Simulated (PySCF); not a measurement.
Excitations are Tamm–Dancoff values on a coarser integration grid. The basis has no diffuse functions, so Rydberg states are missing or too high.

Cartesian coordinates (Å):
SMILES: B1B2OB12
```xyz
5

B      0.8039     0.0172     0.2246
B     -0.6337    -0.7670     0.4302
O     -1.6175    -0.0184    -0.1722
B     -0.5243     0.7907    -0.3765
H      1.9716    -0.0225     0.3061
```
Charge 0, spin multiplicity 1.

**Question.** What is the computed HOMO–LUMO gap, S1 excitation (TDA) and S1–T1 gap (TDA) (PySCF with CAM-B3LYP-D3(BJ)/def2-TZVP)?

**Answer.** 
```
Item                   Value
-------------------  -------
HOMO–LUMO gap        3.42 eV
S1 excitation (TDA)  2.98 eV
S1–T1 gap (TDA)      1.30 eV
```
